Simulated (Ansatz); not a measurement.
Reaction (SMILES): O[Si](O)(O)O [silicic acid] -> [O][Si](O)(O)O + H atom (the H-O bond at the site shown breaks; other sites are not compared here)
Geometries: B3LYP-D3(BJ)/def2-TZVP minima from Ansatz (an electronic-structure program), one conformer each, not searched for the lowest. Frequencies are from Ansatz.

Quantity: bond dissociation energy (0 K, with B3LYP-D3(BJ) harmonic zero-point energies), in eV. Cores are frozen in the correlated levels unless marked. UHF or UKS for open shells. Spin-orbit coupling is left out. No relativistic terms. CBS marks a two-point X^-3 extrapolation of the correlation energy; Hartree-Fock from the larger set. The bracket is a focal-point correction in the basis named.

```tsv
level	program	bond dissociation energy (eV)	minus last row
HF/6-31G	Ansatz	3.26	-2.00
SVWN5/def2-TZVPD	Ansatz	5.59	0.33
PBE/def2-TZVPD	Ansatz	4.89	-0.37
BLYP-D4/def2-TZVPD	Ansatz + dftd4	4.84	-0.42
PBE0/def2-SVP	Ansatz	4.86	-0.40
B2GP-PLYP/def2-TZVPD	Ansatz	5.06	-0.20
RI-MP2/CBS(cc-pV(T+d)Z,cc-pV(Q+d)Z)+[CCSD(T)-MP2]/cc-pV(T+d)Z	Ansatz	5.26	0.00
```
